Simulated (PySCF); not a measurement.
Working with the constants of GeP⁺

UHF-CCSD(T) constants of GeP⁺, ³Σ⁻ (triplet), unpaired electrons π ↑↑ (Ge def2-TZVPPD, P def2-TZVPPD; no relativity (PySCF 2.14); masses 73.9212 and 30.9738 u):

- ωe: 392.0 cm⁻¹
- ωexe: 1.41 cm⁻¹
- Be: 0.14511 cm⁻¹
- αe: 0.000693 cm⁻¹
- D (centrifugal): 7.96e-08 cm⁻¹
- De to Ge⁺ + P: 2.46 eV

Question: Give the vibrational terms G(v) and spacings up to v = 6.

Answer: G(v) = ωe(v+½) − ωexe(v+½)².

```
v  G(v) (cm⁻¹)  G(v) − G(v−1)  Bv (cm⁻¹)
0        195.6                    0.1448
1        584.8          389.2     0.1441
2        971.2          386.4     0.1434
3       1354.7          383.5     0.1427
4       1735.4          380.7     0.1420
5       2113.3          377.9     0.1413
6       2488.4          375.1     0.1406
```

Question: How well does the Morse estimate ωe²/(4ωexe) reproduce De, and what is D0?

Answer: It gives 3.38 eV, 137 % of the computed De. D0 = De − G(0) = 2.46 − 0.02 = 2.44 eV.

Correlated steps freeze 14 core orbitals. Spin–orbit coupling is left out. For an ion De counts to the pair picked by the measured ionisation energies or electron affinities, which need not be the lowest pair at this level. The state was picked by a PBE0 search and need not be the measured ground state.
